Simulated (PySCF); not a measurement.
**Tc²²⁺ (technetium, charge +22) across methods**

[Ar] 3d3, high-spin 4F determinant. All numbers are calculated (PySCF 2.14, the spin-free X2C one-electron Hamiltonian (Gaussian nucleus), in an uncontracted even-tempered set (19 s from 2.2 bohr⁻², ratio 2.5; 12 p from 2.9 bohr⁻², ratio 2.5; 8 d from 2.9 bohr⁻², ratio 2.5; 4 f from 11 bohr⁻², ratio 2.7; 3 g from 17 bohr⁻², ratio 2.7)).

| method | E (hartree) | mean ε 3p α (eV) | mean ε 3p β (eV) | mean ε 3d α (eV) | Σ⟨r²⟩ (bohr²) | ⟨S²⟩ |
| --- | --- | --- | --- | --- | --- | --- |
| PBE0 | -4003.38 | -1158.6 | -1146.8 | -1011.3 | 1.919 | 3.750 |
| UHF | -4002.54553 | -1188.2 | -1167.4 | -1036.7 | 1.919 | 3.751 |
| r2SCAN | -4003.72 | -1152.6 | -1141.8 | -1005.9 | 1.918 | 3.750 |
| MN15 | -4006.98 | -1150.5 | -1147.2 | -1003.8 | 1.918 | 3.750 |
| B3LYP | -4003.66 | -1156.5 | -1145.2 | -1009.7 | 1.919 | 3.750 |
| PBE | -4003.32 | -1148.1 | -1139.2 | -1002.3 | 1.919 | 3.750 |

(1) Estimate the same row for LDA.

Spin-orbit coupling, absent here, splits the open shell strongly.

## Answers

(1) E (hartree) = -3998.57; mean ε 3p α (eV) = -1147.5; mean ε 3p β (eV) = -1138.7; mean ε 3d α (eV) = -1001.7; Σ⟨r²⟩ (bohr²) = 1.920; ⟨S²⟩ = 3.750.
